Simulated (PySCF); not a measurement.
## Worked example: refractive index and permittivity of the vapour

Mo(O)2(OH)2 (H2MoO4), SMILES [O]=[Mo]([OH])([OH])=[O], multiplicity 1.

Geometry optimised at PBE-D3(BJ)/def2-SVP. A frequency run showed that this geometry is not a minimum. The multiplicity is an assumed one; other spin states were not compared. The isomer is the one that the SMILES or the coordinates give; other isomers of the formula were not compared. The def2 effective core potentials stand for the cores of Mo; spin–orbit coupling is left out. Other conformers were not sampled.

B3LYP/def2-TZVP run with PySCF gives a mean static polarisability of 49.5 bohr³ and a dipole moment of 1.38 D. Take an ideal gas at 298.15 K and 0.01 bar, whether or not the substance is that volatile.

Question: Work out n − 1 in the optical limit and the static ε − 1.

Answer: 
Polarisability volume α' = 49.5 × 0.148185 = 7.34 Å³. Number density N = p/kT = 2.43e-7 Å⁻³.
Dilute limit of Lorentz–Lorenz: n − 1 = 2π N α' = 1.1e-5.
Orientation term of Debye: μ²/(3kT) = 8.098 Å³ × μ²(D²) = 15.42 Å³.
ε − 1 = 4π N (α' + μ²/3kT) = 6.9e-5. Orientation of the dipole supplies 68 % of the static response; it can't follow optical fields. Vibrational polarisation and dispersion are left out.
